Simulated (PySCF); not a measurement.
Cartesian coordinates in Å; atom numbers follow the order of the lines, from 1:
```xyz
17

C     0.141    0.323    2.079
Si   -0.177   -0.044    0.224
Si   -1.438   -1.991    0.004
Si   -0.443    1.885   -1.064
O     1.374   -0.691   -0.205
C     2.102   -0.230   -1.164
O     1.828    0.695   -1.883
H     0.542   -0.545    2.597
H     0.845    1.140    2.220
H    -0.785    0.603    2.573
H    -0.952   -3.150    0.765
H    -1.533   -2.448   -1.388
H    -2.807   -1.746    0.467
H    -1.685    2.528   -0.583
H     0.606    2.891   -0.902
H    -0.672    1.586   -2.475
H     3.047   -0.794   -1.274
```

Calculated, not measured (PySCF 2.14): σ from GIAO-PBE0/pcSseg-1, structure optimised with GFN2-xTB. Fast rotation and ring inversion assumed for equivalent nuclei, one conformer, non-relativistic Hamiltonian, gas phase.

Predict the 2D correlation tables (HSQC, COSY, HMBC).

Results:



HSQC (one-bond C–H):
| δH | δC |
| --- | --- |
| 8.15 (H17) | 167.0 (C6) |
| 0.65 (H8/H9/H10) | 4.2 (C1) |

HMBC (two and three bonds, from the bond graph):
| δH | δC |
| --- | --- |
| 3.73 (H11/H12/H13/H14/H15/H16) | 4.2 (C1) |

No COSY cross peaks are expected.

References, each an isolated molecule treated in the same way: ¹H and ¹³C vs TMS.

Shifts are as computed. Against solution values, carbons near 30 ppm lie about +3 ppm off and those near 130 ppm about +5 ppm. Of 1309 compounds with measured shifts, 239 miss one by over three times the rms of a fit or turn the order of signals round; such compounds aren't used in these exercises.
